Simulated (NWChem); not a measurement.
System: C$_{3}$H$_{3}$Br; SMILES C=C=CBr

NWChem input:

```
start job
memory heap 200 mb stack 900 mb global 1100 mb
geometry units angstroms noautosym nocenter noautoz
  C      0.456178     2.859571     0.000000
  C     -0.178350     1.705697     0.000000
  C     -0.815856     0.557323     0.000000
  Br     0.086071    -1.126690     0.000000
  H      0.732121     3.364552    -0.942530
  H      0.732121     3.364552     0.942530
  H     -1.912662     0.463606     0.000000
end
basis spherical
  C library 6-31g*
  Br library 6-31g*
  H library 6-31g*
end
dft
  xc m06-2x
  iterations 150
end
cosmo
  do_cosmo_smd true
  solvent toluene
end
task dft energy
```

Parts of the log:

```
             Northwest Computational Chemistry Package (NWChem) 7.3.0
             --------------------------------------------------------

                             Geometry "geometry" -> ""
                             -------------------------

 Output coordinates in angstroms (scale by  1.889725989 to convert to a.u.)

  No.       Tag          Charge          X              Y              Z
 ---- ---------------- ---------- -------------- -------------- --------------
    1 C                    6.0000     0.45617800     2.85957100     0.00000000
    2 C                    6.0000    -0.17835000     1.70569700     0.00000000
    3 C                    6.0000    -0.81585600     0.55732300     0.00000000
    4 Br                  35.0000     0.08607100    -1.12669000     0.00000000
    5 H                    1.0000     0.73212100     3.36455200    -0.94253000
    6 H                    1.0000     0.73212100     3.36455200     0.94253000
    7 H                    1.0000    -1.91266200     0.46360600     0.00000000

 Effective nuclear repulsion energy (a.u.)     192.9646601276

                                 NWChem DFT Module
                                 -----------------

 Summary of "ao basis" -> "ao basis" (spherical)
 ------------------------------------------------------------------------------
       Tag                 Description            Shells   Functions and Types
 ---------------- ------------------------------  ------  ---------------------
 C                           6-31g*                  6       14   3s2p1d
 Br                          6-31g*                 12       32   5s4p3d
 H                           6-31g*                  2        2   2s

 in cosmo_initialize ...
 calling solv_data for solv:toluene

 solvent parameters
 solvname_short: toluene
 solvname_long:  toluene
 dielec:        2.3741
 dielecinf:     2.2383
 nonaqueous SMD model solvent descriptors
 dielec:        2.3741
 sola:          0.0000
 solb:          0.1400
 solc:          0.8570
 solg:         40.2000
 solh:          0.0000
 soln:          1.4961

          ---------------
          -cosmo- solvent
          ---------------
 Cosmo: York-Karplus, doi: 10.1021/jp992097l
 dielectric constant -eps-     =   2.37
 screen = (eps-1)/(eps    )    =   0.57879
 surface charge correction     = lagrangian

   van der Waals surface
 --------------------------

 ---------- ATOMIC COORDINATES (A.U.) ------------ VDWR(ANG.) --
     1    0.86205142    5.40380563    0.00000000     1.850
     2   -0.33703263    3.22329995    0.00000000     1.850
     3   -1.54174429    1.05318776    0.00000000     1.850
     4    0.16265061   -2.12913537    0.00000000     3.060
     5    1.38350808    6.35808135   -1.78112344     1.200
     6    1.38350808    6.35808135    1.78112344     1.200
     7   -3.61440709    0.87608831    0.00000000     1.200
 number of segments per atom =        128
 number of   points per atom =        128
 atom (   nspa,  nppa )
 ----------------------
    1 (     70,     0 )       0
    2 (     44,     0 )       0
    3 (     16,     0 )       0
    4 (    112,     0 )       0
    5 (     54,     0 )       0
    6 (     54,     0 )       0
    7 (     40,     0 )       0
 number of -cosmo- surface points =      390
 molecular surface =    150.804 angstrom**2
 molecular volume  =    151.975 angstrom**3
 -lineq- algorithm             =   0
 -bem- low  level              =   3
 -bem- from -octahedral-
 gaussian surface charge width =   4.50000
 degree of switching           =   1.00000
 switching function tolerance  =   0.00010
 atomic radii =
 --------------
    1  6.000  1.850
    2  6.000  1.850
    3  6.000  1.850
    4 35.000  3.060
    5  1.000  1.200
    6  1.000  1.200
    7  1.000  1.200
 ...... end of -cosmo- initialization ......

 nat:                     7
 ixmem:                  2814
 calling mnsol_interface()
 G(SMD-CDS) energy (kcal/mol)  =    -2.308
 SMD-CDS SASA (angstrom**2)    =   131.274

[...]

                                COSMO-SMD solvation results
                                ---------------------------

             internal energy in gas <Psi(g)|H|Psi(g)> =     -2689.864851344386
         internal energy in solvent <Psi(s)|H|Psi(s)> =     -2689.864617362036
                               delta internal energy  =         0.000233982350 (    0.15 kcal/mol)
   total free energy in solvent <Psi(s)|H+V/2|Psi(s)> =     -2689.867772684762
 polarization energy contribution <Psi(s)|V/2|Psi(s)> =        -0.003155322725 (   -1.98 kcal/mol)
    total free energy in solvent including G(SMD-CDS) =     -2689.871450146185
                       G(SMD-CDS) energy contribution =        -0.003677461423 (   -2.31 kcal/mol)
     1 M fixed-concentration free energy of solvation =        -0.006598801799 (   -4.14 kcal/mol)

                       DFT Final Molecular Orbital Analysis
                       ------------------------------------

 Vector   26  Occ=2.000000D+00  E=-3.508393D-01
              MO Center= -1.4D-03, -8.7D-01, -2.2D-11, r^2= 2.2D+00
   Bfn.  Coefficient  Atom+Function         Bfn.  Coefficient  Atom+Function
  ----- ------------  ---------------      ----- ------------  ---------------
    53      0.699408  4 Br px                49     -0.311971  4 Br px
    57      0.309106  4 Br px                54      0.267630  4 Br py
    58      0.135479  4 Br py                80      0.133422  7 H  s
    50     -0.119313  4 Br py                20     -0.116085  2 C  s
    31     -0.115236  3 C  px                79      0.108293  7 H  s

 Vector   27  Occ=2.000000D+00  E=-3.362968D-01
              MO Center=  1.0D-01,  1.8D+00, -1.6D-10, r^2= 3.1D+00
   Bfn.  Coefficient  Atom+Function         Bfn.  Coefficient  Atom+Function
  ----- ------------  ---------------      ----- ------------  ---------------
     3      0.345184  1 C  px                54     -0.321411  4 Br py
    17      0.305816  2 C  px                 7      0.244302  1 C  px
    21      0.188285  2 C  px                18     -0.185424  2 C  py
     4     -0.184078  1 C  py                22     -0.166654  2 C  py
     8     -0.142827  1 C  py                50      0.142050  4 Br py

 Vector   28  Occ=2.000000D+00  E=-3.044918D-01
              MO Center= -1.6D-01,  3.3D-01,  2.8D-10, r^2= 3.5D+00
   Bfn.  Coefficient  Atom+Function         Bfn.  Coefficient  Atom+Function
  ----- ------------  ---------------      ----- ------------  ---------------
    55      0.534625  4 Br pz                19     -0.315332  2 C  pz
    33     -0.311368  3 C  pz                59      0.264140  4 Br pz
    51     -0.235271  4 Br pz                23     -0.229938  2 C  pz
    37     -0.225751  3 C  pz                76     -0.097083  5 H  s
    78      0.097083  6 H  s                  5      0.093189  1 C  pz

 Vector   29  Occ=0.000000D+00  E= 8.123539D-04
              MO Center=  1.3D-02,  8.4D-01, -4.4D-10, r^2= 4.8D+00
   Bfn.  Coefficient  Atom+Function         Bfn.  Coefficient  Atom+Function
  ----- ------------  ---------------      ----- ------------  ---------------
    58      0.491119  4 Br py                 7      0.426473  1 C  px
    36      0.397585  3 C  py                54      0.386553  4 Br py
    22      0.325570  2 C  py                34     -0.305262  3 C  s
     3      0.290927  1 C  px                17     -0.264430  2 C  px
    52     -0.251853  4 Br s                 56      0.240935  4 Br s

 Vector   30  Occ=0.000000D+00  E= 4.307345D-02
              MO Center= -2.7D-01,  1.4D+00,  2.5D-09, r^2= 3.1D+00
   Bfn.  Coefficient  Atom+Function         Bfn.  Coefficient  Atom+Function
  ----- ------------  ---------------      ----- ------------  ---------------
    37     -0.585771  3 C  pz                23      0.536083  2 C  pz
    19      0.425553  2 C  pz                76      0.405283  5 H  s
    78     -0.405283  6 H  s                 33     -0.388972  3 C  pz
     9      0.188704  1 C  pz                59      0.147785  4 Br pz
    55      0.138464  4 Br pz                75      0.117316  5 H  s

 Vector   31  Occ=0.000000D+00  E= 8.970194D-02
              MO Center= -4.1D-01,  4.7D-01, -6.2D-10, r^2= 4.8D+00
   Bfn.  Coefficient  Atom+Function         Bfn.  Coefficient  Atom+Function
  ----- ------------  ---------------      ----- ------------  ---------------
    34      1.132727  3 C  s                 80     -0.781111  7 H  s
    58     -0.614492  4 Br py                56     -0.560228  4 Br s
    36     -0.537403  3 C  py                21     -0.428531  2 C  px
    57      0.403020  4 Br px                 7      0.306280  1 C  px
     6      0.265493  1 C  s                  8     -0.226003  1 C  py

     Multipole analysis of the density
     ---------------------------------

     L   x y z        total         alpha         beta         nuclear
     -   - - -        -----         -----         ----         -------
     0   0 0 0     -0.000000    -28.000000    -28.000000     56.000000

     1   1 0 0     -0.175549      0.539712      0.539712     -1.254973
     1   0 1 0      0.852935      1.849331      1.849331     -2.845727
     1   0 0 1     -0.000000     -0.000000     -0.000000      0.000000

     2   2 0 0    -25.510374    -31.365314    -31.365314     37.220255
     2   1 1 0      1.092572     -6.451326     -6.451326     13.995223
     2   1 0 1      0.000000      0.000000      0.000000      0.000000
     2   0 2 0    -22.269296   -253.374864   -253.374864    484.480432
     2   0 1 1     -0.000000     -0.000000     -0.000000      0.000000
     2   0 0 2    -27.132889    -16.738845    -16.738845      6.344801
```

Level: M06-2X/6-31G* (spherical d), SMD on the gas-phase geometry. Structure relaxed at the PBE-D3(BJ)/def2-SVP level. Solvent: toluene.
